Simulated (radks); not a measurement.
Values are calculated unless marked as measured or tabulated.
All-electron atom: Os65+ in [Ne] 3s1. Code: a radial shooting solver on a logarithmic mesh with Libxc functionals. Model: non-relativistic Kohn-Sham, LDA (Slater exchange, Perdew-Wang correlation), spin-unpolarised, spherical densities, point nucleus; relativity is left out, which matters for an element this heavy.

Unscreened Slater integrals over Kohn-Sham orbitals (hartree). Empty in this configuration: 3p.

integral     value
F0(3s,3s)   4.6602
F0(3s,2p)   6.0961
G1(3s,2p)  0.65169
F0(3s,2s)   5.9281
G0(3s,2s)  0.51501
F0(3s,1s)   6.9684
G0(3s,1s)  0.37814
F0(3s,3p)   4.7952
G1(3s,3p)   3.0176
F0(2p,2p)   13.017
F2(2p,2p)   6.2575
F0(2p,2s)   11.711
G1(2p,2s)   6.4820
F0(2p,1s)   17.524
G1(2p,1s)   3.4643
F0(2p,3p)   6.5207
F2(2p,3p)   1.7402
G0(2p,3p)  0.67828
G2(2p,3p)  0.76268
F0(2s,2s)   10.909
F0(2s,1s)   15.248
G0(2s,1s)   1.5315
F0(2s,3p)   6.2742
G1(2s,3p)  0.56041
F0(1s,1s)   47.090
F0(1s,3p)   7.5357
G1(1s,3p)  0.86277
F0(3p,3p)   4.9649
F2(3p,3p)   2.4942
